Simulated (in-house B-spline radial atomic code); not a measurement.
Sr¹⁰⁺. Computed with a B-spline radial atomic code. Model: all-electron spherical atom, spin shells full or empty, radial basis limit, no spin-orbit coupling: exact exchange with a local potential (Slater, KLI or optimised effective potential, whose far tail is KLI's), no correlation.

Exchange potential has not reached -1/r at the last radius.

The run also made RPA and GW results, which its time includes.

The Slater potential averages the orbital exchange potentials with the orbital densities as weights, KLI adds orbital constants, and the optimised effective potential minimises the exact-exchange energy among local potentials. So their energies lie above Hartree-Fock in the order OEP, KLI, Slater. All fall off as −1/r, unlike LDA and GGA exchange.

Command:
```bash
python run_gw.py task.json out
```
Settings (lengths in bohr, energies in hartree):
```
Z                      38
electrons              28
configuration          [Ar] 3d10
hamiltonian            nr
method                 kli
lmax                   9
spin_polarised         False
box_radius             6.62
intervals              68
```

Time taken, with all properties: 2.2 s on 1 thread of Arm Neoverse V1 (shared host).

Given: hamiltonian non-relativistic; mean-field start exchange-only KLI.

Computed: energy above Hartree-Fock 8.632 millihartree; virial ratio -E/T less 1 0.0007.

| radius (bohr) | r times exchange potential (hartree bohr) |
| --- | --- |
| 0.00132 | -0.04009 |
| 0.0016 | -0.048546 |
| 0.00194 | -0.058778 |
| 0.00236 | -0.07136 |
| 0.00287 | -0.086524 |
| 0.00348 | -0.10447 |
| 0.00423 | -0.12623 |
| 0.00514 | -0.15208 |
| 0.00625 | -0.1827 |
| 0.00759 | -0.21818 |
| 0.00922 | -0.25896 |
| 0.0112 | -0.30472 |
| 0.0136 | -0.35442 |
| 0.0165 | -0.406 |
| 0.0201 | -0.4576 |
| 0.0244 | -0.50272 |
| 0.0297 | -0.53723 |
| 0.036 | -0.55533 |
| 0.0438 | -0.55835 |
| 0.0532 | -0.56131 |
| 0.0646 | -0.59797 |
| 0.0785 | -0.68996 |
| 0.0954 | -0.81477 |
| 0.116 | -0.93255 |
| 0.141 | -1.01 |
| 0.171 | -1.0272 |
| 0.208 | -1.0009 |
| 0.253 | ? |
| 0.307 | -1.2194 |
| 0.373 | ? |
| 0.453 | -1.6334 |
| 0.55 | -1.6933 |
| 0.669 | -1.6305 |
| 0.812 | -1.4874 |
| 0.987 | -1.3232 |
| 1.2 | -1.1858 |
| 1.46 | -1.0942 |

Task: What belongs in the row 0.253?

Result: r times exchange potential (hartree bohr): -1.0355.

Task: What belongs in the row 0.373?

Result: r times exchange potential (hartree bohr): -1.4575.

```
occupied  level (hartree)  Hartree-Fock level (hartree)
      1s             -581                       -590.44
      2s                ?                             ?
      2p          -77.162                       -79.592
      3s          -19.109                       -19.803
      3p          -16.606                       -17.041
      3d           -12.07                       -12.073
```

Task: What belongs in the row 2s?

Result: level (hartree): -83.955; Hartree-Fock level (hartree): -86.955.

| empty | level (hartree) |
| --- | --- |
| 4s | -7.4075 |
| 4p | -6.6029 |
| 4d | ? |
| 4f | -4.0206 |
| 5s | -4.0119 |
| 5p | -3.6725 |

Task: What belongs in the row 4d?

Result: level (hartree): -5.2656.

The highest level, 3d, differs from Hartree-Fock by +0.089 eV and the deepest, 1s, by +257 eV: a local potential can match the highest level but can't give each shell its own exchange.
